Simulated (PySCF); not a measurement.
**Structure elucidation problem**

The spectra below were simulated for a compound C$_{6}$H$_{12}$BP.

¹H NMR (400 MHz, computed): δ 2.85 (m, 1H), 2.34 (m, 1H), 2.30 (m, 2H), 2.21 (s, 3H), 2.02 (m, 2H), 1.13 (br, 3H).

¹³C{¹H} NMR (computed): δ 103.9, 69.8, 31.4, 26.4, 7.6.

Theoretical values (PySCF 2.14.0 with density-fitted response routines): PBE0-D3(BJ)/def2-SVP geometry, σ from GIAO-KT3/pcSseg-1. One averaged value for each set of equivalent atoms, non-relativistic, one computed conformer, no solvent.

References, each an isolated molecule treated in the same way: TMS for ¹H (31.32 ppm), ¹³C (182.31 ppm).

Question: Propose a structure and justify it.

Answer: 
1. 5 carbon signals for 6 carbons: some carbons are equivalent by symmetry or fast rotation.
2. Carbon types of the structure: 2 × C, 3 × CH2, 1 × CH3, leaving 3 H on heteroatoms.
3. δC 103.9, 69.8: alkyne carbon; sp carbons lie upfield of alkene carbons because the cylindrical π system leaves one tensor component strongly shielded.
4. δC 31.4: sp3 CH2 bonded to P.
5. δC 26.4: sp3 CH2 in a ring; saturated and bonded to C and H only.
6. δC 7.6: propargylic methyl carbon; aliphatic region, no heteroatom directly attached.
7. δH 2.85, 2.34: hydrogen on an sp3 CH2 in a ring.
8. δH 2.30, 2.02: hydrogen on an sp3 CH2 bonded to P.
9. δH 1.13: hydrogen on a boron bonded to P.

These data were computed for `[BH3-][P+]1(C#CC)CCC1`.

This is the structure that produced the data.

Hydrogens on boron are broadened and split by ¹¹B (spin 3/2, 80 %) and 10B (spin 3). Splittings by ³¹P in the carbon and heteronuclear signals aren't shown, as no couplings were computed. Shifts are as computed, not scaled to solution data. Of 1211 compounds with measured shifts, 218 miss one by over three times the rms of a fit or turn the order of signals round; such compounds aren't used in these exercises. Multiplicities follow the n + 1 count of equivalent neighbours, as no J values were calculated; m marks all less simple cases, F and P coupling included.
